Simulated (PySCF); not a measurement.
C₂H₄N₂OSi.

```xyz
10

O      2.0650     0.5197     0.0000
Si     0.7094    -0.4204     0.0000
N     -0.4380    -0.0783     1.3445
C     -1.5423     0.1935     0.7683
C     -1.5423     0.1935    -0.7683
N     -0.4380    -0.0783    -1.3445
H      1.9621     1.4787     0.0000
H      1.1622    -1.8241     0.0000
H     -2.4681     0.4235     1.3250
H     -2.4681     0.4235    -1.3250
```

Coordinates come from a B3LYP-D3(BJ)/def2-SVP optimisation. The structure was generated by enumeration, and PubChem lists no compound with its InChIKey, so it may never have been made. One conformer was computed; it need not be the lowest.

Level of theory: PBE/pcSseg-1 in PySCF. Non-relativistic, no solvent.

Computed absolute GIAO shielding of each atom: isotropic value and principal components (ppm):
```json
[
 {"atom": "O1", "σ(iso)": "293.6", "σ11": "270.3", "σ22": "288.6", "σ33": "321.7", "span": "51.4"},
 {"atom": "Si2", "σ(iso)": "326.0", "σ11": "232.7", "σ22": "346.8", "σ33": "398.4", "span": "165.6"},
 {"atom": "N3", "σ(iso)": "-153.8", "σ11": "-534.1", "σ22": "-205.8", "σ33": "278.6", "span": "812.7"},
 {"atom": "C4", "σ(iso)": "6.7", "σ11": "-101.0", "σ22": "28.0", "σ33": "93.2", "span": "194.3"},
 {"atom": "C5", "σ(iso)": "6.7", "σ11": "-101.0", "σ22": "28.0", "σ33": "93.2", "span": "194.3"},
 {"atom": "N6", "σ(iso)": "-153.8", "σ11": "-534.1", "σ22": "-205.8", "σ33": "278.6", "span": "812.7"},
 {"atom": "H7", "σ(iso)": "29.7", "σ11": "22.1", "σ22": "24.4", "σ33": "42.4", "span": "20.3"},
 {"atom": "H8", "σ(iso)": "25.9", "σ11": "23.3", "σ22": "23.4", "σ33": "31.1", "span": "7.7"},
 {"atom": "H9", "σ(iso)": "22.9", "σ11": "21.8", "σ22": "22.5", "σ33": "24.4", "span": "2.6"},
 {"atom": "H10", "σ(iso)": "22.9", "σ11": "21.8", "σ22": "22.5", "σ33": "24.4", "span": "2.6"}
]
```
